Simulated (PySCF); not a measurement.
**Ionisation energy of Cd by level of theory**

Cd [Kr] 4d10 5s2 (1S) → Cd⁺ [Kr] 4d10 5s1 (2S), as a difference of total energies. All numbers are calculated (PySCF 2.14, scalar relativity by spin-free X2C-1e, in x2c-TZVPall (8s6p6d1f, 63 functions)). Correlated levels: valence: [Kr] frozen. The calculations carry no spin-orbit coupling.

| method | ionisation energy (eV) |
| --- | --- |
| UHF | 7.331 |
| PBE0 | 8.765 |
| TPSS | 8.818 |
| MP2 (valence) | 8.482 |
| SCS-MP2 (valence) | 8.484 |

Question: How much does correlation contribute at MP2 (valence)?

Answer: 8.482 − (7.331) = 1.151 eV, measured against UHF.

Errors of the correlated levels include the incompleteness of this basis and the frozen core.

MP2 underrates the near-degeneracy of ns² with np² in the lower species.

For comparison: 8.994 eV (measured; NIST Atomic Spectra Database, ionization energies).
